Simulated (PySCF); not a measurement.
# Converging HI⁺ in the basis (CCSD)

PySCF, UHF reference; doublet, unpaired electrons π ↑; De to H + I⁺ without counterpoise correction. Frozen cores follow the default of each basis and core potential.

```
             basis                           relativity  functions  Re (Å)  ωe (cm⁻¹)  De (eV)  frozen orbitals
        x2c-SVPall                        spin-free X2C         41   1.632       2236     3.02               18
         def2-SVPD  scalar-relativistic core potentials         43   1.634       2240     3.06                4
cc-pVTZ/cc-pVTZ-PP  scalar-relativistic core potentials         53   1.630       2254     3.24                4
```

(1) How does each smaller set differ from the one with most functions, cc-pVTZ/cc-pVTZ-PP?

Correlated steps freeze the inner cores (4 to 18 orbitals); shallow outer-core shells are correlated. Correlated levels converge slowly with the basis: in double zeta they bind strong bonds too weakly, by up to about 1 eV, and carry superposition errors of some tenths. Spin–orbit coupling is left out, which matters for elements this heavy, above all for dissociation energies. For an ion De counts to the pair picked by the measured ionisation energies or electron affinities, which need not be the lowest pair at this level. The state is the lowest determinant that a PBE0 search found; another state may lie lower at other levels.

Results:

(1) x2c-SVPall: +0.2 pm, -0.8 % in ωe, -0.22 eV in De; def2-SVPD: +0.4 pm, -0.6 % in ωe, -0.18 eV in De. All at CCSD; the set with most functions is neither the basis-set limit nor always the best. The rows treat relativity differently, so the differences are not basis effects alone.
